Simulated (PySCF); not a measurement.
A side-by-side comparison of computed properties.

First species: C5H7FS.
Numbering: `[CH3:1][C@@H:2]1[CH2:3][C:4]([F:5])=[CH:6][S:7]1` (hydrogens: H8, H9, H10 on C1; H11 on C2; H12, H13 on C3; H14 on C6)

Second species: C₅H₉FO.
SMILES: `CCC[C@@H]1O[C@H]1F`

Levels: PBE0/def2-SVPD for dipole moment, HOMO energy, LUMO energy, HOMO–LUMO gap, static isotropic polarisability and electronic spatial extent ⟨r²⟩ about the centre of nuclear charge; TDDFT PBE0/def2-SVPD for lowest singlet excitation; TDA PBE0/def2-SVPD for lowest triplet excitation (Tamm–Dancoff); GFN2-xTB for rotational constant A and rotational constant C. Geometries: GFN2-xTB. Each structure is a single optimised conformer of the isolated species, non-relativistic unless stated. Electronic properties by PySCF.

The conformers computed, where there is a choice (atom-mapped SMILES and torsion angles):
- `[CH3:1][CH2:2][CH2:3][C@@H:4]1[O:5][C@H:6]1[F:7]`: C1–C2–C3–C4 -66°, C2–C3–C4–O5 164°

```
                                                         property   column X   column Y
                                                    dipole moment     1.74 D     2.74 D
                                                      HOMO energy   -5.90 eV   -8.45 eV
                                                      LUMO energy    0.17 eV    0.67 eV
                                                    HOMO–LUMO gap    6.07 eV    9.12 eV
                                        lowest singlet excitation    4.57 eV    8.10 eV
                         lowest triplet excitation (Tamm–Dancoff)    3.63 eV    7.90 eV
                                  static isotropic polarisability    76.5 au    62.8 au
electronic spatial extent ⟨r²⟩ about the centre of nuclear charge  880 bohr²  898 bohr²
                                            rotational constant A  3.466 GHz  4.527 GHz
                                            rotational constant C  1.372 GHz  1.328 GHz
```

Which column belongs to which species?

Column X is the first species and column Y the second. The first has 14 atoms and 62 electrons, the second 16 and 56.

How does each property change from the first species to the second?

dipole moment +1.00 D; HOMO energy -2.55 eV; LUMO energy +0.50 eV; HOMO–LUMO gap +3.05 eV; lowest singlet excitation +3.53 eV; lowest triplet excitation (Tamm–Dancoff) +4.27 eV; static isotropic polarisability -13.7 au; electronic spatial extent ⟨r²⟩ about the centre of nuclear charge +18 bohr²; rotational constant A +1.061 GHz; rotational constant C -0.044 GHz.

On the first: S1 lies 1.50 eV below the HOMO–LUMO gap; its leading configuration is HOMO→LUMO, weight 0.73. The 6 singlets span 4.57 to 6.40 eV, and their oscillator strengths add up to 0.15.

On the second: The polarisability is 9.31 Å³ as a volume (1 au = 0.148185 Å³), or 1.12 au for each of the 56 electrons. No computed singlet falls in the visible range (750 to 380 nm, 1.65 to 3.26 eV); S1 lies 4.84 eV above its blue end.
